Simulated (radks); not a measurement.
Polarisabilities and homonuclear dispersion coefficients (atomic units). Calculated with a radial shooting solver on a logarithmic mesh with Libxc functionals: scalar-relativistic Kohn-Sham, PBE, spin-unpolarised, spherical densities, finite nucleus; Fermi nuclear charge, rms radius of each element as measured or else 0.836 A^(1/3) + 0.57 fm. Response by self-consistent Sternheimer equations with the Hartree and adiabatic LDA kernel, the relativistic mass of each level held fixed and spin-orbit coupling left out. For heavy and open-shell atoms this level of theory can miss by tens of per cent. "Uncoupled" leaves out the induced potential. Quadrupole and octupole values are given only where no p, d or f shell is open.

\begin{tabular}{lrrrrrrr}
species & configuration & alpha1 (bohr^3) & alpha1, uncoupled & alpha2 (bohr^5) & alpha3 (bohr^7) & C6 & C8 \\ \hline
Dy+ & [Xe] 4f10 6s1 & 66.59 & 107.8 & - & - & 549.2 & - \\
Hg3+ & [Xe] 4f14 5d9 & 5.739 & 9.149 & - & - & 33.63 & - \\
B+ & [He] 2s2 & 10.53 & 19.56 & 29.19 & 180.8 & 28.39 & 531.4 \\
Tl2+ & [Xe] 4f14 5d10 6s1 & 11.80 & 20.77 & 44.41 & 335.6 & 76.37 & 1467 \\
\end{tabular}
